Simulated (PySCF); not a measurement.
H₃AlS₃, SMILES `[SH][Al]([SH])[SH]`, neutral singlet in the gas phase. 

Z-matrix (Å, degrees):
```
Al
S 1 2.1769
H 2 1.3458 1 92.44
S 1 2.1804 2 116.85 3 -179.31
H 4 1.3448 1 93.54 2 -179.13
S 1 2.1834 2 118.99 3 0.73
H 6 1.3449 1 93.93 2 -179.23
```
Charge 0, spin multiplicity 1.

All levels are single points at this geometry (r2SCAN-D4/def2-TZVP); Pople sets use spherical d functions. Orbital energies aren't observables, and empty levels follow the basis.

SVWN5/6-31G* in PySCF gives dipole (D) = 2.06.

Task: Estimate the dipole (D) from each of these levels: r2SCAN-D4/def2-TZVP in PySCF; B3LYP/3-21G in PySCF; B3LYP/LANL2DZ in PySCF; PBE/6-31G* in PySCF; HF/6-31G* in PySCF.

Result: 
```tsv
level	dipole (D)
r2SCAN-D4/def2-TZVP in PySCF	1.59
B3LYP/3-21G in PySCF	2.43
B3LYP/LANL2DZ in PySCF	2.48
PBE/6-31G* in PySCF	1.98
HF/6-31G* in PySCF	2.07
```
